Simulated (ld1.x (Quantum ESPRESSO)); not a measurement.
# Ru: variants of one TM potential

Base potential:

```
Element                 : ruthenium
Generator               : ld1.x (Quantum ESPRESSO) 7.5
Type                    : norm-conserving Troullier–Martins (Kleinman–Bylander form)
Functional              : LDA (PZ)
Relativity              : fully relativistic
Frozen core             : [Ar] 3d10 4s2
Valence charge          : 14
Reference configuration : 4p6 4d7 5s1 5p0
Partial waves           : 5s (bound): rc 3.00 bohr; 4p (bound): rc 1.35 bohr; 4d (bound): rc 1.60 bohr
Local potential         : all-electron potential smoothed inside 1.25 bohr (lloc = -1)
Core correction         : Bessel-smoothed model core inside 1.40 bohr
```

Open shells are filled in proportion to 2j + 1 (rel_dist='average').

Cutoffs, loose and tight: the cutoffs (Ry, on a coarse ladder) from which the occupation-weighted sum of valence levels, in a spherical-Bessel basis at the reference potential, stays within 10 and 1 mRy of its value at 400 Ry. They do not see the model core or the augmentation charge, which bear on the density cutoff. Test errors are all-electron minus pseudo excitation energies from the reference, over the configurations 4p6 4d7 5s0 5p0; 4p6 4d6 5s0 5p0; 4p6 4d5 5s0 5p0; 4p6 4d8 5s0 5p0; 4p6 4d6 5s1 5p1; 4p6 4d7 5s0 5p1; 4p6 4d7.5 5s0.5 5p0. A dash means not determined; rows that change the core or the reference have their own tests.

A true bound ghost makes a file unfit for plane-wave use even where its test errors are small: the radial tests pick states by their node count and pass the ghost by.

```tsv
change	outcome	cutoff, loose	cutoff, tight	bound ghosts	largest test error (meV)
base	generated	70 Ry	120 Ry	s	+40
wave 4p (bound): rc 1.35 bohr becomes 4p (bound): rc 0.86 bohr	generated	260 Ry	over 300 Ry	s	+41
wave 4p (bound): rc 1.35 bohr becomes 4p (bound): rc 0.98 bohr	generated	120 Ry	230 Ry	s	+32
wave 4p (bound): rc 1.35 bohr becomes 4p (bound): rc 1.16 bohr	generated	110 Ry	160 Ry	s	+32
wave 4p (bound): rc 1.35 bohr becomes 4p (bound): rc 1.26 bohr	generated	80 Ry	140 Ry	s	+36
wave 4p (bound): rc 1.35 bohr becomes 4p (bound): rc 1.52 bohr	generated	55 Ry	90 Ry	s	+55
wave 4p (bound): rc 1.35 bohr becomes 4p (bound): rc 1.66 bohr	generated	55 Ry	70 Ry	s	+70
wave 4p (bound): rc 1.35 bohr becomes 4p (bound): rc 1.74 bohr	generated	55 Ry	70 Ry	s	+77
wave 4p (bound): rc 1.35 bohr becomes 4p (bound): rc 1.88 bohr	generated	55 Ry	70 Ry	s	+86
wave 4p (bound): rc 1.35 bohr becomes 4p (bound): rc 2.00 bohr	generated	55 Ry	70 Ry	s	+88
```

Problem. What comes out with this change to the base: wave 4p (bound): rc 1.35 bohr becomes 4p (bound): rc 1.38 bohr?

Solution. outcome: generated; cutoff, loose: 70 Ry; cutoff, tight: 110 Ry; bound ghosts: s; largest test error (meV): +43.

Reading the sweep of the p radius (base included, trends over the rows without a ghost): Bound ghosts are found at 0.86, 0.98, 1.16, 1.26, 1.35, 1.38, 1.52, 1.66, 1.74, 1.88, 2 bohr. Every judged row has one, so this setting neither creates nor removes them.
